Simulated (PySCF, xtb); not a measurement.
C6H7F, SMILES C1(CCC(F)=C1)=C.

xtb with GFN2-xTB at its own geometry gives an orbital gap of 3.61 eV and a dipole moment of 1.97 D.

The structure is a stationary point at PBE0-D3(BJ)/def2-SVP. This is a generated structure with no PubChem entry under its InChIKey; it may be hypothetical. The values are those of a single conformer.

Q: What does PySCF with PBE/def2-TZVP give? (The exact figures need the calculation; the answer reports its results.)

A: gap 3.87 eV (levels -5.20 and -1.32 eV), dipole 1.08 D.
